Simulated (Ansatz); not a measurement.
`P[NH][ZnH]` + `O[SiH3]` → `[SiH3]OP` + `[NH2][ZnH]` at 600 K and 1 bar (ligand exchange at a P–N bond).

Calculated with Ansatz (gas phase, PBE0-D4/def2-TZVP geometries, no zero-point term in ΔE). CBS: MP2 limit from def2 TZ/QZ plus the TZ coupled-cluster correction, frozen cores. For Zn outer-core shells are correlated without core-valence functions, which leaves a few kJ/mol of doubt a bond. Scalar relativity is left out up to krypton. Each species was taken in one conformer, which may not be the lowest.

```tsv
species	CCSD(T)/CBS energy (Eh)	H − E (kJ/mol)	S (J/(mol·K))
`P[NH][ZnH]`	-2176.41496	150.5	378.9
`O[SiH3]`	-366.69042	135.7	307.9
`[SiH3]OP`	-708.22479	172.3	394.6
`[NH2][ZnH]`	-1834.88092	113.5	307.4
```

H − E and S are ideal-gas, rigid-rotor, harmonic terms from PBE0-D4/def2-TZVP, for one conformer and one mirror image of each species. 1 Eh = 2625.50 kJ/mol, R = 8.31446 J/(mol·K).

**Question.** By hand: ΔE, ΔH, ΔS and ΔG.

**Answer.** ΔE = (-708.22479) + (-1834.88092) − (-2176.41496) − (-366.69042) = -0.00033 Eh = -0.9 kJ/mol. Δ(H − E) = 172.3 + 113.5 − 150.5 − 135.7 = -0.4, so ΔH = -1.3 kJ/mol. ΔS = 394.6 + 307.4 − 378.9 − 307.9 = 15.2 J/(mol·K). ΔG = -1.3 − 600 × (15.2)/1000 = -10.4 kJ/mol.

**Question.** By hand: the equilibrium constant, and the temperature at which ΔG would vanish if ΔH and ΔS stayed fixed.

**Answer.** log₁₀ K = −ΔG/(RT ln 10) = 0.9. ΔH and −TΔS have one sign here, so there is no such temperature. One of them is within its doubt of zero, so this could turn.

TΔS isn't small against ΔH here. A doubt of 5 kJ/mol in ΔE shifts log₁₀ K by 0.4 here. Other conformers and mirror images would add mixing entropy, several J/(mol·K) or more a flexible species. Modes under 60 cm⁻¹, often nearly free rotors, make the harmonic entropy too high. These are equilibria of isolated gas molecules and say nothing of rates. Largest T1 diagnostic: 0.016 (customary marks: 0.02 for closed shells, 0.045 for open ones).
